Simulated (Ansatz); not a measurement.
CH₈BNOSi, SMILES `COB(N)[SiH3]`, relaxed with RKS PBE-D4/def2-SVP in the Gaussian-basis code of Ansatz from a rough embedded geometry. The force threshold is 0.03 eV/Å; the program also tests the step.

Charge 0, multiplicity 1.

Start:

```xyz
13

C    -0.431   -1.889    0.437
O    -1.193   -0.771    0.395
B    -0.272    0.350    0.322
N     0.257    1.094    1.560
Si    0.223    1.123   -1.413
H     0.163   -2.077   -0.544
H    -1.120   -2.789    0.463
H     0.252   -1.966    1.275
H     1.242    1.013    1.526
H    -0.075    2.037    1.569
H    -1.034    1.547   -2.124
H     0.882    0.111   -2.227
H     1.104    2.218   -1.240
```

```json
{"step": "1", "energy (eV)": "-13240.8047", "largest force (eV/Å)": "3.560", "largest move (Å)": "0.000"}
{"step": "2", "energy (eV)": "-13241.4023", "largest force (eV/Å)": "1.807", "largest move (Å)": "0.195"}
{"step": "3", "energy (eV)": "-13241.6201", "largest force (eV/Å)": "1.391", "largest move (Å)": "0.194"}
{"step": "4", "energy (eV)": "-13241.7786", "largest force (eV/Å)": "1.812", "largest move (Å)": "0.195"}
{"step": "5", "energy (eV)": "-13241.9881", "largest force (eV/Å)": "1.872", "largest move (Å)": "0.196"}
{"step": "6", "energy (eV)": "-13242.2294", "largest force (eV/Å)": "1.481", "largest move (Å)": "0.200"}
{"step": "7", "energy (eV)": "-13242.4643", "largest force (eV/Å)": "1.434", "largest move (Å)": "0.195"}
{"step": "8", "energy (eV)": "-13242.7003", "largest force (eV/Å)": "0.899", "largest move (Å)": "0.200"}
{"step": "9", "energy (eV)": "-13242.8153", "largest force (eV/Å)": "1.073", "largest move (Å)": "0.195"}
{"step": "10", "energy (eV)": "-13242.9163", "largest force (eV/Å)": "0.740", "largest move (Å)": "0.200"}
{"step": "11", "energy (eV)": "-13242.9901", "largest force (eV/Å)": "0.658", "largest move (Å)": "0.197"}
{"step": "12", "energy (eV)": "-13243.0615", "largest force (eV/Å)": "0.207", "largest move (Å)": "0.200"}
{"step": "13", "energy (eV)": "-13243.0885", "largest force (eV/Å)": "0.122", "largest move (Å)": "0.186"}
{"step": "14", "energy (eV)": "-13243.0978", "largest force (eV/Å)": "0.138", "largest move (Å)": "0.172"}
{"step": "15 (rejected)", "energy (eV)": "-13243.0975", "largest force (eV/Å)": "0.233", "largest move (Å)": "0.198"}
{"step": "16", "energy (eV)": "-13243.1021", "largest force (eV/Å)": "0.118", "largest move (Å)": "0.099"}
{"step": "17", "energy (eV)": "-13243.1040", "largest force (eV/Å)": "0.076", "largest move (Å)": "0.096"}
{"step": "18", "energy (eV)": "-13243.1048", "largest force (eV/Å)": "0.057", "largest move (Å)": "0.038"}
{"step": "19", "energy (eV)": "-13243.1055", "largest force (eV/Å)": "0.011", "largest move (Å)": "0.022"}
```

End:

```xyz
13

C    -0.585   -1.914    0.253
O    -0.342   -0.784    1.059
B     0.068    0.438    0.572
N     0.267    1.473    1.512
Si    0.398    0.843   -1.408
H    -0.417   -1.713   -0.830
H    -1.636   -2.252    0.381
H     0.084   -2.748    0.557
H     0.570    2.410    1.258
H     0.114    1.333    2.513
H    -0.843    0.692   -2.257
H     1.448   -0.047   -2.032
H     0.874    2.267   -1.578
```

Run time 17 s (4 threads of an Intel Xeon 6975P-C on a shared host); peak host memory 0.21 GiB.
